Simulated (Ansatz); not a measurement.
A nudged elastic band was laid between two geometries of F3HSi + H4OSi (11 atoms, charge 0, multiplicity 1).

Theory: Ansatz, RKS B3LYP-D4/def2-SVP.

```json
{
  "movable images": "9",
  "climbing image": "yes",
  "spring": "5.0 eV/Å²",
  "optimiser": "quadratic models (default)",
  "start path": "through a guess of the saddle point",
  "force threshold": "0.03 eV/Å",
  "iteration limit": "60",
  "end points": "relaxed"
}
```

Initial state:

```xyz
11
Properties=species:S:1:pos:R:3
Si 0.343 0.006 -0.010
H 0.472 -0.713 1.252
F 1.825 0.176 -0.622
F -0.206 1.519 0.120
F -0.471 -0.781 -1.159
O -2.084 -0.146 0.954
Si -3.252 -1.107 0.203
H -2.678 -2.473 0.156
H -4.500 -1.105 1.020
H -3.577 -0.609 -1.163
H -2.267 0.800 1.036
```

Final state:

```xyz
11
Properties=species:S:1:pos:R:3
Si -0.362 -0.009 -0.598
H 0.034 0.544 2.550
F 0.807 -0.549 0.353
F -0.257 1.584 -0.648
F -0.083 -0.567 -2.072
O -1.802 -0.475 -0.064
Si -3.246 -1.319 -0.120
H -2.962 -2.761 -0.348
H -3.932 -1.122 1.182
H -4.080 -0.781 -1.228
H -0.510 1.023 2.781
```

(1) Which bonds break or form, and what moves?

(2) Give the energies along the band, and the barrier.

(3) What is the geometry of the highest image?

## Answers

(1) Bonds broken: Si1–H2, O6–H11. Bonds formed: Si1–O6, H2–H11. F3HSi + H4OSi becomes F3H3OSi2 + H2.

(2) It converged. The highest image is number 5 of 0 to 10, 135.5 kJ/mol above the first end and 208.9 kJ/mol above the last; the last end lies 73.5 kJ/mol below the first. Neighbouring images differ by up to 1.8 eV, so the band resolves the path poorly. A vibrational analysis at the climbing image gives one clearly imaginary mode, 1329i cm⁻¹: a first-order saddle point. The orbitals stay closed-shell, which can raise the energy where a bond breaks towards radicals; this wasn't checked here.

```
image  path coordinate (Å)  energy (kJ/mol)  Si1–H2 (Å)  O6–H11 (Å)  Si1–O6 (Å)
    0                 0.00              0.0        1.46        0.97        2.62
    1                 0.81              2.7        1.46        0.97        2.59
    2                 1.63             11.0        1.46        0.96        2.57
    3                 2.44             36.6        1.47        0.96        2.37
    4                 3.25             63.8        1.50        0.97        2.00
    5                 4.07            135.5        1.68        1.15        1.79
    6                 5.03            -38.9        2.41        1.94        1.63
    7                 5.99            -72.1        3.18        2.68        1.61
    8                 6.94            -73.4        3.22        3.42        1.61
    9                 7.90            -73.6        3.48        4.11        1.61
   10                 8.86            -73.5        3.22        3.46        1.61
```

(3) 
```xyz
11
Properties=species:S:1:pos:R:3
Si -0.179 0.130 -0.073
H -0.179 0.696 1.512
F 1.155 -0.722 0.234
F 0.009 1.637 -0.613
F -0.602 -0.587 -1.485
O -1.746 -0.347 0.656
Si -3.144 -1.203 0.104
H -2.729 -2.575 -0.270
H -4.064 -1.212 1.268
H -3.720 -0.460 -1.041
H -1.195 0.211 1.496
```

The run took 8.3 min on 4 threads of Arm Neoverse V1 (shared host), peak memory 0.3 GiB.
